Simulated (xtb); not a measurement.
H₃N, charge +1, doublet, from a rough starting geometry (a state made from the parent by changing its charge; the spin is typed, not shown lowest); GFN2-xTB run with xtb.

Here is a job for xtb.
```
$ xtb mol.xyz --gfn 2 --chrg 1 --uhf 1 --opt vtight --json

# file mol.xyz
4

N     -0.02508805     0.00663027     0.27020021
H     -0.01691158     0.91993550    -0.10793945
H      0.78999988    -0.48692800    -0.07466998
H     -0.83877172    -0.44857730    -0.08847913
```

It wrote (shortened):

```
   ID    Z sym.   atoms
    1    7 N      1
    2    1 H      2-4

           -------------------------------------------------
          |                Calculation Setup                |
           -------------------------------------------------

           -------------------------------------------------
          |                 G F N 2 - x T B                 |
           -------------------------------------------------

          ...................................................
          :                      SETUP                      :
          :.................................................:
          :  # basis functions                   7          :
          :  # atomic orbitals                   7          :
          :  # shells                            5          :
          :  # electrons                         7          :
          :  max. iterations                   250          :
          :  Hamiltonian                  GFN2-xTB          :
          :  restarted?                      false          :
          :  GBSA solvation                  false          :
          :  PC potential                    false          :
          :  electronic temp.          300.0000000     K    :
          :  accuracy                    1.0000000          :
          :  -> integral cutoff          0.2500000E+02      :
          :  -> integral neglect         0.1000000E-07      :
          :  -> SCF convergence          0.1000000E-05 Eh   :
          :  -> wf. convergence          0.1000000E-03 e    :
          :  Broyden damping             0.4000000          :
          :  net charge                          1          :
          :  unpaired electrons                  1          :
          ...................................................

 iter      E             dE          RMSdq      gap      omega  full diag
   1     -3.8624724 -0.386247E+01  0.577E+00   13.59       0.0  T
   2     -3.8817855 -0.193131E-01  0.300E+00   14.82       1.0  T
   3     -3.8831473 -0.136179E-02  0.100E+00   15.49       1.0  T
   4     -3.8832270 -0.797215E-04  0.118E-01   15.55       1.0  T
   5     -3.8832294 -0.240762E-05  0.426E-02   15.53       1.2  T
   6     -3.8832302 -0.758260E-06  0.628E-03   15.54       8.0  T
   7     -3.8832302 -0.279943E-07  0.156E-03   15.53      32.1  T
   8     -3.8832302 -0.952134E-09  0.259E-04   15.53     192.8  T
   9     -3.8832302 -0.559801E-10  0.976E-05   15.53     512.3  T

   *** convergence criteria satisfied after 9 iterations ***

         :::::::::::::::::::::::::::::::::::::::::::::::::::::
         ::                     SUMMARY                     ::
         :::::::::::::::::::::::::::::::::::::::::::::::::::::
         :: total energy              -3.820622020341 Eh    ::
         :: gradient norm              0.070473801006 Eh/a0 ::
         :: HOMO-LUMO gap             15.534541001549 eV    ::
         ::.................................................::
         :: SCC energy                -3.883230211981 Eh    ::
         :: -> isotropic ES            0.153307791575 Eh    ::
         :: -> anisotropic ES         -0.016746900623 Eh    ::
         :: -> anisotropic XC          0.018541694297 Eh    ::
         :: -> dispersion             -0.000189696042 Eh    ::
         :: repulsion energy           0.062608191641 Eh    ::
         :: add. restraining           0.000000000000 Eh    ::
         :: total charge               1.000000000157 e     ::
         :::::::::::::::::::::::::::::::::::::::::::::::::::::

      -----------------------------------------------------------
     |                   =====================                   |
     |                        A N C O P T                        |
     |                   =====================                   |
     |               Approximate Normal Coordinate               |
     |                Rational Function Optimizer                |
      -----------------------------------------------------------
      -----------------------------------------------------------
     |                   =====================                   |
     |                        A N C O P T                        |
     |                   =====================                   |
     |               Approximate Normal Coordinate               |
     |                Rational Function Optimizer                |
      -----------------------------------------------------------

          ...................................................
          :                      SETUP                      :
          :.................................................:
          :   optimization level         verytight          :
          :   max. optcycles                   200          :
          :   ANC micro-cycles                  20          :
          :   degrees of freedom                 6          :
          :.................................................:
          :   RF solver                   davidson          :
          :   write xtbopt.log                true          :
          :   linear?                        false          :
          :   energy convergence         0.1000000E-06 Eh   :
          :   grad. convergence          0.2000000E-03 Eh/α :
          :   maxmium RF displ.          1.0000000          :
          :   Hlow (freq-cutoff)         0.1000000E-01      :
          :   Hmax (freq-cutoff)         5.0000000          :
          :   S6 in model hess.         20.0000000          :
          ...................................................

generating ANC from exact Hessian ...
Using Lindh-Hessian (1995)
 Shifting diagonal of input Hessian by    0.0000000000000000
 Lowest  eigenvalues of input Hessian
    0.000000    0.000000    0.000000    0.000000    0.000000    0.000000
    0.209818    0.225337    0.237653    0.855056    1.390164    1.417696
 Highest eigenvalues
    0.209818    0.225337    0.237653    0.855056    1.390164    1.417696

[...]
 * total energy  :    -3.8206220 Eh     change       -0.4597656E-11 Eh
 * total energy  :    -3.8337789 Eh     change       -0.1315693E-01 Eh
 * total energy  :    -3.8377628 Eh     change       -0.3983865E-02 Eh
 * total energy  :    -3.8390158 Eh     change       -0.1253011E-02 Eh
 * total energy  :    -3.8406647 Eh     change       -0.1648899E-02 Eh
 * total energy  :    -3.8407907 Eh     change       -0.1259806E-03 Eh
 * total energy  :    -3.8407957 Eh     change       -0.4982102E-05 Eh
 * total energy  :    -3.8407975 Eh     change       -0.1825809E-05 Eh
 * total energy  :    -3.8407975 Eh     change       -0.3109604E-07 Eh
   *** GEOMETRY OPTIMIZATION CONVERGED AFTER 9 ITERATIONS ***
[...]

 selected dihedral angles (degree)
 ---------------------------------

           -------------------------------------------------
          |                Final Singlepoint                |
           -------------------------------------------------

          ...................................................
          :                      SETUP                      :
          :.................................................:
          :  # basis functions                   7          :
          :  # atomic orbitals                   7          :
          :  # shells                            5          :
          :  # electrons                         7          :
          :  max. iterations                   250          :
          :  Hamiltonian                  GFN2-xTB          :
          :  restarted?                      false          :
          :  GBSA solvation                  false          :
          :  PC potential                    false          :
          :  electronic temp.          300.0000000     K    :
          :  accuracy                    1.0000000          :
          :  -> integral cutoff          0.2500000E+02      :
          :  -> integral neglect         0.1000000E-07      :
          :  -> SCF convergence          0.1000000E-05 Eh   :
          :  -> wf. convergence          0.1000000E-03 e    :
          :  Broyden damping             0.4000000          :
          :  net charge                          1          :
          :  unpaired electrons                  1          :
          ...................................................

 iter      E             dE          RMSdq      gap      omega  full diag
   1     -3.8895385 -0.388954E+01  0.482E-06   12.53       0.0  T
   2     -3.8895385 -0.133227E-14  0.284E-06   12.53   17630.0  T
   3     -3.8895385  0.399680E-14  0.191E-07   12.53  100000.0  T

   *** convergence criteria satisfied after 3 iterations ***

         :::::::::::::::::::::::::::::::::::::::::::::::::::::
         ::                     SUMMARY                     ::
         :::::::::::::::::::::::::::::::::::::::::::::::::::::
         :: total energy              -3.840797541816 Eh    ::
         :: gradient norm              0.000067400223 Eh/a0 ::
         :: HOMO-LUMO gap             12.525024360099 eV    ::
         ::.................................................::
         :: SCC energy                -3.889538508043 Eh    ::
         :: -> isotropic ES            0.147766139360 Eh    ::
         :: -> anisotropic ES         -0.025445754357 Eh    ::
         :: -> anisotropic XC          0.023613984047 Eh    ::
         :: -> dispersion             -0.000186990843 Eh    ::
         :: repulsion energy           0.048740966227 Eh    ::
         :: add. restraining           0.000000000000 Eh    ::
         :: total charge               1.000000000002 e     ::
         :::::::::::::::::::::::::::::::::::::::::::::::::::::

           -------------------------------------------------
          |                Property Printout                |
           -------------------------------------------------

    * Orbital Energies and Occupations

         #    Occupation            Energy/Eh            Energy/eV
      -------------------------------------------------------------
         1        2.0000           -0.9436863             -25.6790
         2        2.0000           -0.8516154             -23.1736
         3        2.0000           -0.8515946             -23.1731
         4        1.0000           -0.8000901             -21.7716 (HOMO)
         5                         -0.3398039              -9.2465 (LUMO)
         6                         -0.0999087              -2.7187
         7                         -0.0997810              -2.7152
      -------------------------------------------------------------
                  HL-Gap            0.4602862 Eh           12.5250 eV
             Fermi-level           -0.6977386 Eh          -18.9864 eV

     #   Z          covCN         q      C6AA      α(0)
     1   7 N        2.577    -0.039    22.010     6.968
     2   1 H        0.859     0.346     0.591     1.204
     3   1 H        0.859     0.346     0.591     1.204
     4   1 H        0.859     0.346     0.591     1.204

 Mol. C6AA /au·bohr⁶  :         48.810969
 Mol. C8AA /au·bohr⁸  :        900.672414
 Mol. α(0) /au        :         10.579738

Wiberg/Mayer (AO) data.
largest (>0.10) Wiberg bond orders for each atom

 ---------------------------------------------------------------------------
     #   Z sym  total        # sym  WBO       # sym  WBO       # sym  WBO
 ---------------------------------------------------------------------------
     1   7 N    2.639 --     3 H    0.880     2 H    0.880     4 H    0.880
     2   1 H    0.880 --     1 N    0.880
     3   1 H    0.880 --     1 N    0.880
     4   1 H    0.880 --     1 N    0.880
 ---------------------------------------------------------------------------

Topologies differ in total number of bonds
Writing topology from bond orders to xtbtopo.mol

molecular dipole:
                 x           y           z       tot (Debye)
 q only:       -0.043      -0.004      -0.001
   full:       -0.043      -0.004      -0.001       0.109
molecular quadrupole (traceless):
                xx          xy          yy          xz          yz          zz
 q only:        0.981       0.001       0.978       0.024      -0.056      -1.959
  q+dip:        1.435       0.002       1.431       0.034      -0.082      -2.866
   full:        1.080       0.002       1.076       0.026      -0.062      -2.156

optimized geometry written to: xtbopt.xyz

           -------------------------------------------------
          | TOTAL ENERGY               -3.840797541816 Eh   |
          | GRADIENT NORM               0.000067400223 Eh/α |
          | HOMO-LUMO GAP              12.525024360099 eV   |
           -------------------------------------------------
```
